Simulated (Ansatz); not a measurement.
Input for Ansatz (a first-principles code): U-PBE/def2-TZVPPD on F2Mg (SMILES [F][Mg][F]), a point of a bond scan (R = 1.401 Å). Files ending in .json are basis or fitting sets from the Basis Set Exchange.

Ansatz 0.2 input:
```yaml
crystal:
  periodic: [false, false, false]
  atoms:
    - {symbol: Mg, position_ang: [0.00000000, 0.00000000, 0.00000000]}
    - {symbol: F, position_ang: [0.00000000, 0.00000000, 1.40080483]}
    - {symbol: F, position_ang: [-0.00000000, -0.00000000, -1.75100604]}
basis:
  gaussian:
    orbitals: def2-TZVPPD.json
hamiltonian:
  xc: {name: PBE}
magnetization: {spin_polarized: true, initial_magnetization: 0}
```

Program output:

```
WARN ansatz: RAYON_NUM_THREADS=1 ignored (pool sized by the plan → 1); use --threads N
Functional definition: PBE
integrals: 0.03 GiB planned
702 factors; their error is unknown
mean field: 0.34 GiB planned
mean field evaluation 1: about -10865.4744 eV, gradient 5.2e1 eV
mean field evaluation 2: about -10796.0164 eV, gradient 1.5e2 eV
mean field evaluation 4: about -10872.5451 eV, gradient 1.5e1 eV
mean field evaluation 8: about -10873.1139 eV, gradient 6.9e-2 eV
mean field -10873.11390627 eV, -399.5795659940 hartree, gradient 4.3e-5 eV, S^2 0.000000; 0 other end points of the search recorded, 0 dependent functions left out
reference -10873.11394888 eV, -399.5795675598 hartree; 15, 15 occupied and 100, 100 virtual orbitals, 702 factors
Total energy: -10873.11394888 eV, -399.5795675598 hartree
```

The calculation finished and met its thresholds.

Cost: very roughly 1.8 core-seconds.
